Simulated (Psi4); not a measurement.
dilithium (Li₂), singlet, geometry from GFN2-xTB (such geometries of metal compounds can be far from the true shape). Base run: Psi4 1.11 with SVWN/cc-pVTZ.

The Psi4 input:
```
memory 2 GB

molecule {
0 1
Li   -0.00000000   -0.00000000   -1.14955939
Li    0.00000000    0.00000000    1.14955939
}

set {
  basis cc-pvtz
}

energy('svwn')
print_variables()
```

Each row names what was changed in the base input (with any setting that the change needs).

```
change                                            ΔE vs base (eV)  point group used  SCF cycles
------------------------------------------------  ---------------  ----------------  ----------
base                                                         0.00               d2h           6
jitter_ang = 0.002                                           0.00               d2h           6
molecule keys = symmetry c1, no_reorient, no_com             0.00                c1           6
molecule keys = symmetry c1                                  0.00                c1           6
molecule keys = no_reorient                                  0.00               d2h           6
symmetry = c2h                                               0.00               c2h           6
symmetry = c2v                                               0.00               c2v           6
```
